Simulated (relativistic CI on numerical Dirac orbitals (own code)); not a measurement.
Radial parameters of Nd39+

These numbers are calculated, not measured: Dirac-Coulomb-Breit CI, orbitals from a KLI potential per configuration, model QED, unscaled Slater integrals (own radial code, finite nucleus).

Slater integrals F^k, G^k are unscaled and averaged over j, outside the closed core [Ne]; ζ comes from projecting the Hamiltonian with its Breit term on Σ l·s of the shell.

- 3s²3p⁶3d³: F^2(3d,3d) = 469060, F^4(3d,3d) = 303000, ζ(3d) = 87058 cm⁻¹; <r>(3d) = 0.2179, <r^2>(3d) = 0.05503 (bohr units).
- 3s²3p⁵3d⁴: ζ(3p) = 648630, F^2(3d,3d) = 468200, F^4(3d,3d) = 302430, F^2(3p,3d) = 405430, G^1(3p,3d) = 432030, G^3(3p,3d) = 288610, ζ(3d) = 86150 cm⁻¹; <r>(3p) = 0.2447, <r^2>(3p) = 0.06922, <r>(3d) = 0.2183, <r^2>(3d) = 0.05522 (bohr units).
- 3s3p⁶3d⁴: F^2(3d,3d) = 467870, F^4(3d,3d) = 302210, G^2(3s,3d) = 326750, ζ(3d) = 86619 cm⁻¹; <r>(3s) = 0.2502, <r^2>(3s) = 0.07141, <r>(3d) = 0.2184, <r^2>(3d) = 0.0553 (bohr units).

(1) Give the Racah parameters of the d shell in 3s²3p⁶3d³.

Averages of the first 10 configurations, taken without configuration mixing, which lowers the lowest level and can move excited configurations by several eV; other configurations of the list can lie among them:

```json
{"Configuration": "3s²3p⁶3d³", "Parity": "even", "States": "120", "Average energy above the lowest level (eV)": "54.0"}
{"Configuration": "3s²3p⁵3d⁴", "Parity": "odd", "States": "1260", "Average energy above the lowest level (eV)": "338.3"}
{"Configuration": "3s3p⁶3d⁴", "Parity": "even", "States": "420", "Average energy above the lowest level (eV)": "582.0"}
{"Configuration": "3s²3p⁶3d²4s", "Parity": "even", "States": "90", "Average energy above the lowest level (eV)": "1195.4"}
{"Configuration": "3s²3p⁶3d²4p", "Parity": "odd", "States": "270", "Average energy above the lowest level (eV)": "1286.4"}
{"Configuration": "3s²3p⁶3d²4d", "Parity": "even", "States": "450", "Average energy above the lowest level (eV)": "1398.4"}
{"Configuration": "3s²3p⁵3d³4s", "Parity": "odd", "States": "1440", "Average energy above the lowest level (eV)": "1471.7"}
{"Configuration": "3s²3p⁶3d²4f", "Parity": "odd", "States": "630", "Average energy above the lowest level (eV)": "1491.1"}
{"Configuration": "3s²3p⁵3d³4p", "Parity": "even", "States": "4320", "Average energy above the lowest level (eV)": "1562.8"}
{"Configuration": "3s3p⁶3d³4s", "Parity": "even", "States": "480", "Average energy above the lowest level (eV)": "1716.9"}
```

Answers

(1) B = F²/49 − 5F⁴/441 = 6137 cm⁻¹ and C = 35F⁴/441 = 24048 cm⁻¹.
